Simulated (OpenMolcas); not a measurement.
## InN2H5 (SMILES [NH2][InH][NH2]): the vertical energy of the triplet above the singlet from total energies

InN2H5: 8 atoms, total charge 0, spin state singlet. As SMILES, `[NH2][InH][NH2]`. Geometry: relaxed at PBE0-D4/def2-TZVP.

Both states at this one shape; open shells run unrestricted unless said. 1 Eh = 27.2114 eV.

| level | program | singlet InN2H5 (Eh) | triplet InN2H5 (Eh) |
| --- | --- | --- | --- |
| SVWN5/def2-SVP (core potential) | OpenMolcas | -301.305178 | -301.149459 |
| r2SCAN/def2-SVP (core potential) | OpenMolcas | -302.549665 | -302.395678 |
| B3LYP/def2-SVP (core potential) | OpenMolcas | -302.612632 | -302.443757 |
| CCSD(T)/def2-SVP (core potential), open shells restricted, 6 core orbitals frozen | OpenMolcas | -301.404303 | -301.222978 |

Q: Work out the vertical gap, second state less first, at each level.

A: 
1. SVWN5/def2-SVP (core potential): -301.149459 − (-301.305178) = 0.155719 Eh = 4.24 eV.
2. r2SCAN/def2-SVP (core potential): -302.395678 − (-302.549665) = 0.153987 Eh = 4.19 eV.
3. B3LYP/def2-SVP (core potential): -302.443757 − (-302.612632) = 0.168875 Eh = 4.60 eV.
4. CCSD(T)/def2-SVP (core potential), open shells restricted: -301.222978 − (-301.404303) = 0.181325 Eh = 4.93 eV.

No measured value is set beside it here; the levels span 4.19 to 4.93 eV. Spin-orbit coupling, which splits open shells on such heavy atoms by tenths of an eV, is left out.
